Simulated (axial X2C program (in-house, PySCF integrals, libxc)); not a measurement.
**Worked dissociation energy of SnO⁺: PBE0, scalar-relativistic**

All values were computed with an in-house all-electron X2C program for linear molecules (integrals from PySCF). Spin-free means the one-electron spin-free X2C Hamiltonian. Basis: Sn dyall-cv3z [11s12p9d4f1g], O dyall-av3z [7s6p3d2f] (cores contracted in-house); Gaussian nuclei, density fitting, unrestricted open shells. Masses: Sn 119.902 u, O 15.995 u.

Molecular state: M_S = 1/2, Λ = 1 (beyond evenly filled blocks: π+α, π+β, π-α).

```
E(Sn+) (2M_S = 1, M_L = 0) : -6175.945781 hartree
E(O) (2M_S = 2, M_L = 0)   : -75.075790 hartree
E(SnO⁺) at Re              : -6251.135324 hartree
ωe                         : 643.7 cm⁻¹
ωexe                       : 2.72 cm⁻¹
```

Work out De and D0.

De = -6175.945781 + (-75.075790) − (-6251.135324) = 0.11375 hartree = 3.095 eV. The zero-point energy is ωe/2 − ωexe/4 = 321 cm⁻¹ = 0.040 eV, so D0 = 3.056 eV.

The state is one determinant whose occupation by symmetry is held fixed; it was picked as the lowest of a PBE0 search that is not exhaustive. Dissociation energies refer to the lowest single-determinant-based atoms at the same level and basis. Other states lie close and PBE0, whose exact exchange favours high spin, may order them wrongly; the determinant shown need not be the ground state. The nearest other spin-free determinant of the search, M_S = 1/2, Λ = 0, lies 0.38 eV up at the distance of the search. Without a current term, density functionals place determinants with orbital angular momentum somewhat too high. Spin-free De lacks the spin–orbit lowering of the heavy p-block atom, a tenth of an eV or more for 4p and 5p, up to an eV for 6p and one to two eV for 7p atoms, less what an open-shell molecule gains itself.

Each atomic determinant is the lowest at this level and need not be a pure term. Totals compare only within one Hamiltonian and basis.
